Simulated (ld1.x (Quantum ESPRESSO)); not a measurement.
## Scattering properties, PAW potential for Hf

Hf, PAW, made with ld1.x (Quantum ESPRESSO) 7.5 (PBE, scalar-relativistic). Core [Xe] 4f14, reference 5d2 6s2 6p0. Waves: 6s (bound): rcut 2.55, rcutus 3.25 bohr; 6s channel at 0.05 Ry: rcut 2.55, rcutus 3.25 bohr; 6p (bound, empty): rcut 3.75, rcutus 4.45 bohr; 6p channel at 0.55 Ry: rcut 3.75, rcutus 4.45 bohr; 5d (bound): rcut 2.25, rcutus 2.90 bohr; 5d channel at 0.15 Ry: rcut 2.25, rcutus 2.90 bohr. Local part: all-electron potential smoothed inside 3.95 bohr (lloc = -1). Core correction: Bessel-smoothed model core, default radius (core density twice the valence density). Augmentation charge: PSQ, inside the norm-conserving radii.

The phase is arctan(r·u′/u) with u = r·R(r), unwrapped; energies in Ry, scanned from -2 to 5 Ry. A pole is an energy at which the radial function vanishes at the test radius. The pseudo phase is shifted by a multiple of π to meet the all-electron one at the reference energy, and phase errors are pseudo minus all-electron; the curves can meet again beyond the range given. Levels narrower than the energy grid can be missing from the lists of poles.

Question: For each channel, where are the poles, and over which energies does the pseudopotential scatter like the atom?

Answer:

| channel | radius (bohr) | reference energy (Ry) | poles, all-electron | poles, pseudo | unbroken range about the reference energy with phases within 0.05 rad | phase error 1 Ry above the reference energy (rad) |
| --- | --- | --- | --- | --- | --- | --- |
| s | 4.85 | -0.38 | -0.19, 1.93 | -0.19, 1.90, 3.40 | below 2.6 | -0.002 |
| p | 4.85 | -0.10 | 0.34, 2.66 | 0.34, 2.17, 4.03 | below 1.2 | -0.002 |
| d | 4.85 | -0.20 | -0.14, 1.37, 3.99 | -0.14, 1.37, 4.14 | below 2.3 | +0.001 |

Phases in the s channel:

```tsv
E (Ry)	all-electron	pseudo
-2.00	1.411	1.411
-1.76	1.398	1.398
-1.52	1.380	1.380
-1.28	1.355	1.355
-1.04	1.314	1.314
-0.80	1.228	1.228
-0.56	0.854	0.854
-0.32	-1.356	-1.356
-0.08	-1.656	-1.656
0.16	-1.785	-1.785
0.40	-1.958	-1.958
0.64	-2.494	-2.496
0.88	-3.971	-3.976
1.12	-4.436	-4.439
1.36	-4.579	-4.582
1.60	-4.651	-4.654
1.84	-4.698	-4.702
2.08	-4.736	-4.743
2.32	-4.772	-4.787
2.56	-4.812	-4.851
2.80	-4.870	-5.027
3.04	-4.974	-7.281
3.28	-5.285	-7.789
3.52	-6.793	-7.903
3.76	-7.512	-8.021
4.00	-7.673	-8.403
4.24	-7.742	-10.389
4.48	-7.782	-10.775
4.72	-7.809	-10.872
4.96	-7.831	-10.919
```
